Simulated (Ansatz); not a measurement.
H5NSi (SMILES N[SiH3]) moved off its minimum; all values from Ansatz (an electronic-structure program), cores frozen in correlated methods.
(charge 0, multiplicity 1)
```xyz
7

Si    -0.57067     0.06147     0.06844
N      1.11894    -0.23285    -0.20645
H     -1.29799    -0.85008    -0.74769
H     -0.90610     1.46361    -0.35657
H     -1.12148    -0.12776     1.43844
H      1.55865    -1.04729    -0.07105
H      1.71052     0.47615     0.17122
```

```
level                largest force (eV/Å)  on atom  rms difference from CCSD(T)/cc-pV(T+d)Z (eV/Å)  dipole (D)
-------------------  --------------------  -------  ----------------------------------------------  ----------
HF/def2-TZVPP                        4.23       N2                                           0.243        1.42
PBE/def2-TZVPP                       4.56       H6                                           0.149        1.41
r2SCAN/def2-TZVPP                    4.39       N2                                           0.050        1.43
B3LYP/def2-TZVPP                     4.30       N2                                           0.032        1.40
wB97M-V/def2-TZVPP                   4.35       N2                                           0.045        1.42
MP2/cc-pV(T+d)Z                      4.39       N2                                           0.042        1.42
CCSD(T)/cc-pV(T+d)Z                  4.36       N2                                           0.000        1.41
```

The differences count from one level among others, with limits of its own. Forces at CCSD(T)/cc-pV(T+d)Z (eV/Å):

```json
[
 {"atom": "Si1", "Fx": "0.342", "Fy": "0.541", "Fz": "0.259"},
 {"atom": "N2", "Fx": "-2.149", "Fy": "3.773", "Fz": "-0.406"},
 {"atom": "H3", "Fx": "-0.601", "Fy": "-0.752", "Fz": "-0.712"},
 {"atom": "H4", "Fx": "0.278", "Fy": "-0.324", "Fz": "0.158"},
 {"atom": "H5", "Fx": "0.203", "Fy": "0.085", "Fz": "0.082"},
 {"atom": "H6", "Fx": "1.532", "Fy": "-3.913", "Fz": "0.521"},
 {"atom": "H7", "Fx": "0.395", "Fy": "0.589", "Fz": "0.098"}
]
```
